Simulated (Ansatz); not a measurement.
A made-up structure of NaSiH3Se, closed shell:

```xyz
6
angstrom
Na -0.5224 -0.3130 4.2151
Si -0.3137 0.0280 -0.4965
Se 0.6503 -0.0118 1.6240
H 0.0385 -1.2989 -1.1070
H 0.5353 0.9805 -1.2898
H 2.0354 -0.3419 1.2525
```

It is relaxed with PBE-D4/def2-SVP and then PBE0-D4/def2-TZVP (Ansatz 0.2.0). Atoms count as bonded within 1.22 times the sum of their covalent radii (H–H: 0.88 Å). The end point is not checked to be a true minimum.

Task: Does its bonding change? (A judgement: the text doesn't fix the answer.)

Result: Computed: Yes. Formed: Na1–Si2; broken: none.

Where it ends: The first stage lowers the energy by 1.27 eV in 23 steps. It ends as NaSiH₃Se ([Na]1[SiH2][SeH]1):
Na1  (-0.863, -0.123, 2.674)
Si2  (-0.292, -0.340, 0.031)
Se3  (1.615, 0.511, 1.327)
H4  (0.427, -1.163, -1.006)
H5  (-0.433, 0.957, -0.730)
H6  (1.968, -0.798, 1.902)
(Å)

Labels in which every atom is bracketed show which atoms are joined, not bond orders.

For scale, one of the runs: PBE0-D4/def2-TZVP relaxation, 135 basis functions, launched by `ansatz run in.yaml --threads 2 --pin off --events-out ev --progress --plain --max-ram 4352MiB`. The run took about 30 s on 2 CPU threads of an Arm Neoverse V1 (shared host).
